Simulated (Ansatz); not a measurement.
`[F][GeH]1[CH2]C[CH2]1`. The species carries charge 0 and has multiplicity 1. Correlated methods include outer-core shells of Ge, which these sets cover unevenly. Scalar relativity is left out up to krypton.

```xyz
12

F     2.7038    0.1802   -0.5350
Ge    1.1479   -0.5968   -0.3641
C     0.1185   -0.0759    1.2234
C    -1.0695    0.2144    0.2698
C    -0.3737    0.3974   -1.1040
H     1.4032   -2.0730   -0.7183
H     0.5426    0.8415    1.6375
H    -0.0698   -0.7764    2.0351
H    -1.6794    1.0696    0.5726
H    -1.7325   -0.6539    0.2334
H    -0.9180    0.0392   -1.9761
H    -0.0731    1.4336   -1.2742
```

**Question.** Give the diagnostics of a CCSD(T)/def2-TZVPP run (frozen core, Ansatz). (Best estimate.)

**Answer.** Ansatz gave: T1 = 0.0108, largest single amplitude 0.017, largest double 0.024, (T) share of the correlation energy 3.7 %, 9 CCSD cycles. The RHF solution is stable towards an unrestricted one. T1 lies under the customary mark of 0.02 for closed shells.
